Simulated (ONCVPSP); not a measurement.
**Configuration tests for gadolinium (Gd) (ONCV)**

Gd, optimised norm-conserving Vanderbilt (ONCV), made with ONCVPSP 4.0.1 (PBE, scalar-relativistic). Core [Kr] 4d10 4f7, reference 5s2 5p6 5d1 6s1 6p1. Waves: 5s+6s: rc 2.40 bohr, ncon 4, nbas 7, qcut 4.8 1/bohr, 3 projectors, debl 3.3 Ha; 5p+6p: rc 2.40 bohr, ncon 4, nbas 8, qcut 7.1 1/bohr, 2 projectors; 5d: rc 2.70 bohr, ncon 5, nbas 10, qcut 5.8 1/bohr, 2 projectors, debl 1 Ha. Local part: polynomial inside 2.20 bohr (lpopt 5, dvloc0 0 Ha). Core correction: Teter function, fcfact 4, rcfact 1.1.

Energies are relative to the spin-unpolarised reference configuration 5s2 5p6 5d1 6s1 6p1; without spin polarisation the order of configurations can differ from experiment.

```json
{"valence configuration": "5s2 5p6 5d1 6s2 6p0", "charge": "0", "ΔE all-electron (eV)": "-2.869", "error AE − PS (meV)": "+1.4"}
{"valence configuration": "5s2 5p6 5d1 6s0 6p0", "charge": "+2", "ΔE all-electron (eV)": "15.876", "error AE − PS (meV)": "+10.0"}
{"valence configuration": "5s2 5p6 5d1 6s0 6p2", "charge": "0", "ΔE all-electron (eV)": "3.009", "error AE − PS (meV)": "+0.4"}
```

(1) What are ΔE and the potential's error for 5s2 5p6 5d1 6s1 6p0?

Answers

(1) ΔE = 3.777 eV all-electron; the error (AE − PS) is +0.7 meV.
